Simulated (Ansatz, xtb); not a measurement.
Two spin states of F2GaI

We compare X, the triplet with the links of `[F][Ga]([F])[I]`, with Y, `[F][Ga]([F])[I]`, a singlet. Both are isolated molecules in the gas phase, relaxed with PBE0-D4/def2-SVP.

X (Å):

```xyz
4

F    -0.6761   -0.3723    1.7953
F     1.4029   -0.0315   -0.2830
Ga   -0.1397   -0.8735    0.1941
I    -0.5314    1.2170   -1.7267
```

Y (Å):

```xyz
4

F    -0.7433   -0.4923    1.5768
F     1.7187   -0.6450   -0.0052
Ga    0.0771   -0.0888    0.1003
I    -0.9969    1.1658   -1.6922
```

Question: Which of the two would you expect CCSD(T)/def2-SVP + ΔMP2/def2-TZVPP electronic energies to favour?

Answer: Structure Y; the calculation gives E(Y) − E(X) = −74.2 kcal/mol.

The same difference at several levels:

```
                             level          geometry  E(Y) − E(X) (kcal/mol)  departure from the last row (kcal/mol)  job, with rough time for the two
                  PBE0-D4/def2-SVP  PBE0-D4/def2-SVP                     −67.8                                    +6.4             optimisation, 2.5 min
                       HF/def2-SVP  PBE0-D4/def2-SVP                     −59.1                                   +15.1           part of the CCSD(T) run
                      MP2/def2-SVP  PBE0-D4/def2-SVP                     −74.8                                    −0.6           part of the CCSD(T) run
                  CCSD(T)/def2-SVP  PBE0-D4/def2-SVP                     −71.9                                    +2.3                      single point
CCSD(T)/def2-SVP + ΔMP2/def2-TZVPP  PBE0-D4/def2-SVP                     −74.2                                                        single point, 54 s
```

The levels shown agree on the order. The largest departure from CCSD(T)/def2-SVP + ΔMP2/def2-TZVPP is that of HF/def2-SVP, 15.1 kcal/mol. Levels run at GFN2-xTB geometries aren't shown. The last row adds to CCSD(T) the change of the MP2 difference between the two basis sets, here −2.3 kcal/mol.

With harmonic frequencies from PBE0-D4/def2-SVP (ideal gas, rigid rotor, one conformer each, 298.15 K, 1 atm): the zero-point term adds +0.6 kcal/mol; ΔH is −73.9 and ΔG −71.8 kcal/mol.

Open shells are spin-unrestricted. The correlated steps freeze 15 core orbitals; the filled d shell of Ga and I is correlated, in a basis made for valence electrons. Atoms past krypton carry core potentials in the def2 sets and no spin–orbit term is included. ΔG holds the spin degeneracy. Mirror images aren't counted in ΔG. Codes used: Ansatz 0.2.0; the last row on 2 threads of Arm Neoverse V2 on a shared host.
